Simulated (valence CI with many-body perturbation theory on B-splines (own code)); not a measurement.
Results of a calculation; reference values are marked as such.
## Energy levels of Pr26+

Method: configuration interaction combined with many-body perturbation theory (CI+MBPT): five valence electrons over a frozen Dirac-Fock core [Ar] 3d10, a basis of 9 s, 9 p, 8 d, 6 f, 3 g, 1 h functions for each j, with the one-electron correlation potential Σ1, the two-electron term Σ2, the three-electron term Σ3, Breit, model QED; selected CI, second order for the rest, scaled by the run's own slope (own B-spline code, finite nucleus).

The last digits are not significant, and no measured levels were compared; by estimate large intervals hold to a few tenths of a per cent, small ones and those within an open d or f shell to about a per cent. Among the levels kept, up to 810 cm⁻¹ of a level comes from second order outside the variational space, and about a tenth of that is noise between levels of different J, which matters for small intervals.

Levels 1 to 35 of 35, with energies above the lowest level, (4s^2 4p1/2^2 4p3/2) J=3/2. "Leading %" is the weight of the configuration and term that name the level; weights of strongly mixed levels are sums over their largest components and can fall short, so below about 35 % the name and the second component can differ from the true leading terms, or belong to a minority configuration. In the jj column 3d3/2^4 stands for four electrons in 3d with j = 3/2.

| No. | Configuration | Term | J | E (cm⁻¹) | Leading % | Second component | Leading jj |
| --- | --- | --- | --- | --- | --- | --- | --- |
| 1 | 4s²4p³ | ²P° | 3/2 | 0 | 41 | 34 % 4s²4p³ ⁴S° | 4s^2 4p1/2^2 4p3/2 (97 %) |
| 2 | 4s²4p³ | ⁴S° | 3/2 | 189010 | 50 | 47 % 4s²4p³ ²D° | 4s^2 4p1/2 4p3/2^2 (97 %) |
| 3 | 4s²4p³ | ²D° | 5/2 | 219310 | 98 |  | 4s^2 4p1/2 4p3/2^2 (98 %) |
| 4 | 4s²4p³ | ²P° | 1/2 | 258020 | 98 |  | 4s^2 4p1/2 4p3/2^2 (98 %) |
| 5 | 4s²4p³ | ²P° | 3/2 | 450940 | 55 | 28 % 4s²4p³ ²D° | 4s^2 4p3/2^3 (97 %) |
| 6 | 4s4p⁴ | ⁴P | 5/2 | 678920 | 75 | 18 % 4s4p⁴ ²D | 4s 4p1/2^2 4p3/2^2 (90 %) |
| 7 | 4s4p⁴ | ²D | 3/2 | 752130 | 27 | 27 % 4s4p⁴ ⁴P | 4s 4p1/2^2 4p3/2^2 (66 %) |
| 8 | 4s4p⁴ | ⁴P | 1/2 | 764870 | 46 | 44 % 4s4p⁴ ²S | 4s 4p1/2^2 4p3/2^2 (84 %) |
| 9 | 4s²4p²4d | ⁴F | 3/2 | 839020 | 40 | 18 % 4s²4p²4d ²D | 4s^2 4p1/2^2 4d3/2 (74 %) |
| 10 | 4s4p⁴ | ⁴P | 3/2 | 898190 | 46 | 30 % 4s4p⁴ ²D | 4s 4p1/2 4p3/2^3 (75 %) |
| 11 | 4s²4p²4d | ⁴F | 5/2 | 899820 | 31 | 26 % 4s²4p²4d ⁴D | 4s^2 4p1/2^2 4d5/2 (82 %) |
| 12 | 4s4p⁴ | ²D | 5/2 | 934110 | 65 | 16 % 4s4p⁴ ⁴P | 4s 4p1/2 4p3/2^3 (79 %) |
| 13 | 4s4p⁴ | ²P | 1/2 | 972340 | 32 | 18 % 4s4p⁴ ⁴P | 4s 4p1/2 4p3/2^3 (50 %) |
| 14 | 4s4p⁴ | ²P | 3/2 | 976810 | 26 | 23 % 4s²4p²4d ²P | 4s^2 4p1/2 4p3/2 4d3/2 (49 %) |
| 15 | 4s²4p²4d | ²F | 5/2 | 1010200 | 55 | 39 % 4s²4p²4d ⁴F | 4s^2 4p1/2 4p3/2 4d3/2 (89 %) |
| 16 | 4s²4p²4d | ⁴D | 1/2 | 1032200 | 68 | 10 % 4s4p⁴ ²P | 4s^2 4p1/2 4p3/2 4d3/2 (65 %) |
| 17 | 4s²4p²4d | ⁴F | 7/2 | 1033400 | 39 | 33 % 4s²4p²4d ²G | 4s^2 4p1/2 4p3/2 4d3/2 (84 %) |
| 18 | 4s²4p²4d | ⁴D | 3/2 | 1051900 | 34 | 25 % 4s4p⁴ ²P | 4s^2 4p1/2 4p3/2 4d3/2 (46 %) |
| 19 | 4s²4p²4d | ⁴D | 7/2 | 1052100 | 49 | 29 % 4s²4p²4d ⁴F | 4s^2 4p1/2 4p3/2 4d5/2 (96 %) |
| 20 | 4s²4p²4d | ²G | 9/2 | 1083200 | 49 | 49 % 4s²4p²4d ⁴F | 4s^2 4p1/2 4p3/2 4d5/2 (96 %) |
| 21 | 4s²4p²4d | ⁴P | 5/2 | 1096500 | 30 | 18 % 4s²4p²4d ⁴F | 4s^2 4p1/2 4p3/2 4d5/2 (68 %) |
| 22 | 4s²4p²4d | ²P | 3/2 | 1105100 | 33 | 25 % 4s²4p²4d ⁴D | 4s^2 4p1/2 4p3/2 4d5/2 (50 %) |
| 23 | 4s²4p²4d | ²D | 5/2 | 1131900 | 32 | 31 % 4s²4p²4d ⁴D | 4s^2 4p1/2 4p3/2 4d3/2 (44 %) |
| 24 | 4s²4p²4d | ⁴P | 1/2 | 1136700 | 42 | 29 % 4s²4p²4d ²S | 4s^2 4p1/2 4p3/2 4d3/2 (82 %) |
| 25 | 4s²4p²4d | ⁴P | 3/2 | 1140900 | 41 | 41 % 4s²4p²4d ²P | 4s^2 4p1/2 4p3/2 4d3/2 (48 %) |
| 26 | 4s²4p²4d | ²G | 7/2 | 1147100 | 46 | 27 % 4s²4p²4d ²F | 4s^2 4p1/2 4p3/2 4d5/2 (70 %) |
| 27 | 4s²4p²4d | ²D | 3/2 | 1180100 | 73 | 8 % 4s²4p²4d ²P | 4s^2 4p1/2 4p3/2 4d5/2 (73 %) |
| 28 | 4s²4p²4d | ²P | 1/2 | 1184000 | 39 | 25 % 4s4p⁴ ²S | 4s 4p3/2^4 (45 %) |
| 29 | 4s²4p²4d | ²D | 5/2 | 1184600 | 55 | 31 % 4s²4p²4d ²F | 4s^2 4p1/2 4p3/2 4d5/2 (64 %) |
| 30 | 4s²4p²4d | ²P | 1/2 | 1220800 | 32 | 30 % 4s²4p²4d ²S | 4s^2 4p1/2 4p3/2 4d5/2 (53 %) |
| 31 | 4s²4p²4d | ²F | 7/2 | 1280300 | 48 | 40 % 4s²4p²4d ⁴D | 4s^2 4p3/2^2 4d5/2 (97 %) |
| 32 | 4s²4p²4d | ⁴F | 9/2 | 1291900 | 49 | 49 % 4s²4p²4d ²G | 4s^2 4p3/2^2 4d5/2 (95 %) |
| 33 | 4s²4p²4d | ²P | 1/2 | 1298500 | 60 | 23 % 4s²4p²4d ⁴P | 4s^2 4p3/2^2 4d3/2 (65 %) |
| 34 | 4s²4p²4d | ²D | 3/2 | 1308400 | 44 | 25 % 4s²4p²4d ⁴P | 4s^2 4p3/2^2 4d3/2 (85 %) |
| 35 | 4s²4p²4d | ²D | 5/2 | 1314000 | 36 | 19 % 4s²4p²4d ⁴P | 4s^2 4p3/2^2 4d3/2 (72 %) |

The ionisation energy to 4s²4p² ³P0 of the next ion comes out as 920.98 eV (NIST: 920 ± 4 eV (theoretical)). All 35 levels together are meant to be complete up to 1331500 cm⁻¹.
